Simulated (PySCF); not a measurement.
HBCl, doublet, at a GFN2-xTB geometry. Base run: WB97X/STO-3G (PySCF).

Input for PySCF:
```python
from pyscf import gto, scf, dft

mol = gto.Mole()
mol.atom = '''
    B    -1.119106    0.433665    0.050675
    Cl    0.448816   -0.110257   -0.014884
    H    -2.034339   -0.293955   -0.000345
'''
mol.basis = 'sto-3g'
mol.charge = 0
mol.spin = 1
mol.verbose = 3
mol.build()

mf = dft.UKS(mol)
mf.xc = 'wb97x'
mf.kernel()
```

Each row names what was changed in the base input (with any setting that the change needs).

```tsv
change	ΔE vs base (mEh)	grid points	electrons on the grid
base	0.000	42736	23.00000
grids.radi_method = mura_knowles	0.018	39752	23.00000
grids.level = 5	0.009	109752	23.00000
grids.level = 2	0.137	28328	23.00000
grids.atom_grid = (75, 302)	0.026	42536	23.00000
grids.prune = dft.gen_grid.treutler_prune	-0.027	39080	23.00000
grids.level = 7	0.007	222016	23.00000
grids.level = 4	0.004	72504	23.00000
grids.atom_grid = (30, 110)	1.140	7344	22.99990
grids.level = 0	-18.021	3336	23.00269
grids.prune = dft.gen_grid.sg1_prune	0.018	17184	23.00002
```

Open shells are given as the SCF converged; they aren't shown to be the lowest states, and a large step between rows can be another state.
